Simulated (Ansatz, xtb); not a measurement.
Two isomers of C7H7N

Structure I: `CC1=CC=C(C#N)C1`, a singlet. Structure II: `CC1=CCC(C#N)=C1`, a singlet. Both are isolated molecules in the gas phase, relaxed with B3LYP/def2-SVP.

Energies in hartree; the thermal terms are from GFN2-xTB frequencies at re-optimised GFN2-xTB minima (ideal gas, soft modes damped towards free rotors, one conformer each, 298.15 K, 1 atm) and include the zero-point energy:

|  | I | II |
| --- | --- | --- |
| E, CCSD(T)/def2-SVP | −324.501244 | −324.500848 |
| E, MP2/def2-SVP | −324.403072 | −324.402806 |
| E, MP2/def2-TZVPP | −324.985890 | −324.985860 |
| zero-point energy | 0.116775 | 0.116704 |
| H(298 K) − E | 0.125453 | 0.125355 |
| G(298 K) − E | 0.084588 | 0.084629 |

Q: Correct the CCSD(T) difference for the basis set by the MP2 change, then work out ΔE, ΔE₀, ΔH and ΔG for I → II in kcal/mol (1 Eh = 627.51 kcal/mol) and the equilibrium ratio [II]/[I].

A: 1. Differences II − I: CCSD(T) +0.000396, MP2 in the small set +0.000266, MP2 in the large set +0.000030 Eh.
2. ΔE = +0.000396 + (+0.000030 − (+0.000266)) = +0.000160 Eh = +0.10 kcal/mol.
3. ΔE₀ = ΔE + ΔZPE = +0.000160 + (−0.000071) Eh = +0.06 kcal/mol.
4. ΔH = ΔE + (−0.000098) Eh = +0.04 kcal/mol.
5. ΔG = ΔE + (+0.000041) Eh = +0.13 kcal/mol, so ΔS = (ΔH − ΔG)/T = −1.2 J/(mol K).
6. kT = 0.9442 mEh, so K = [II]/[I] = exp(−ΔG/kT) = exp(−0.21) ≈ 0.81.

The two are too close for this level to say which is favoured. An error of 1 kcal/mol in ΔG would change K by a factor of 5.4. Mirror images and further conformers aren't counted.

As drawn, both hold the same kinds of bond in the same numbers.

Other levels gave ΔE = +0.6 (GFN2-xTB); +0.5 (HF/STO-3G, GFN2-xTB geometries); +0.6 (r2SCAN-D4/def2-SVP, GFN2-xTB geometries); +0.5 (B3LYP/def2-SVP); +0.4 (HF/def2-SVP); +0.2 (MP2/def2-SVP); +0.2 (CCSD(T)/def2-SVP) kcal/mol. The correlated steps freeze 8 core orbitals. Programs: Ansatz 0.2.0, xtb 6.7.1.
